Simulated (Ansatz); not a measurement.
Pulling on the C1–H4 bond in dimethyl selenide (SMILES C[Se]C) (multiplicity 1 held, fragments rigid). Energies count from the point at 1.088 Å.
Geometry at that point (charge 0, multiplicity 1):
```xyz
9

C      1.44143    -0.25392     0.82996
Se     0.01352     0.12219    -0.46064
C     -1.48828    -0.16951     0.76637
H      1.35596    -1.27459     1.19691
H      2.38542    -0.13533     0.30226
H      1.39575     0.45248     1.65619
H     -1.47767    -1.19296     1.13541
H     -2.40011     0.00253     0.19840
H     -1.43789     0.53411     1.59469
```

Signs of static correlation in cc-pVTZ, with CASSCF(2,2), from Ansatz (an electronic-structure program) runs.

```json
[
 {"R (Å)": "0.870", "T1 of restricted CCSD": "0.009", "largest double amplitude of restricted CCSD": "0.025", "CASSCF natural occupations": "1.99 0.01"},
 {"R (Å)": "0.979", "T1 of restricted CCSD": "0.009", "largest double amplitude of restricted CCSD": "0.027", "CASSCF natural occupations": "1.99 0.01"},
 {"R (Å)": "1.088", "T1 of restricted CCSD": "0.009", "largest double amplitude of restricted CCSD": "0.030", "CASSCF natural occupations": "1.98 0.02"},
 {"R (Å)": "1.197", "T1 of restricted CCSD": "0.010", "largest double amplitude of restricted CCSD": "0.027", "CASSCF natural occupations": "1.98 0.02"},
 {"R (Å)": "1.306", "T1 of restricted CCSD": "0.010", "largest double amplitude of restricted CCSD": "0.027", "CASSCF natural occupations": "1.97 0.03"},
 {"R (Å)": "1.469", "T1 of restricted CCSD": "0.011", "largest double amplitude of restricted CCSD": "0.029", "CASSCF natural occupations": "1.94 0.06"},
 {"R (Å)": "1.632", "T1 of restricted CCSD": "0.012", "largest double amplitude of restricted CCSD": "0.041", "CASSCF natural occupations": "1.91 0.09"},
 {"R (Å)": "1.904", "T1 of restricted CCSD": "0.017", "largest double amplitude of restricted CCSD": "[?]", "CASSCF natural occupations": "1.83 0.17"},
 {"R (Å)": "2.176", "T1 of restricted CCSD": "0.024", "largest double amplitude of restricted CCSD": "[?]", "CASSCF natural occupations": "1.72 0.28"},
 {"R (Å)": "2.502", "T1 of restricted CCSD": "0.035", "largest double amplitude of restricted CCSD": "0.314", "CASSCF natural occupations": "1.54 0.46"},
 {"R (Å)": "2.938", "T1 of restricted CCSD": "0.054", "largest double amplitude of restricted CCSD": "0.507", "CASSCF natural occupations": "1.32 0.68"},
 {"R (Å)": "3.482", "T1 of restricted CCSD": "0.073", "largest double amplitude of restricted CCSD": "0.696", "CASSCF natural occupations": "1.15 0.85"}
]
```

**Question.** Complete the blanks.

**Answer.** 
- 1.904, largest double amplitude of restricted CCSD: 0.075
- 2.176, largest double amplitude of restricted CCSD: 0.160

Doubts at one or more of the structures used: a restricted determinant that unrestricted orbitals would lower (R-CCSD(T)/cc-pVTZ); other coupled-cluster roots lie near (R-CCSD(T)/cc-pVTZ); T1 above 0.05 (R-CCSD(T)/cc-pVTZ, U-CCSD(T)/cc-pVTZ); a spin-contaminated determinant (U-CCSD(T)/cc-pVTZ).
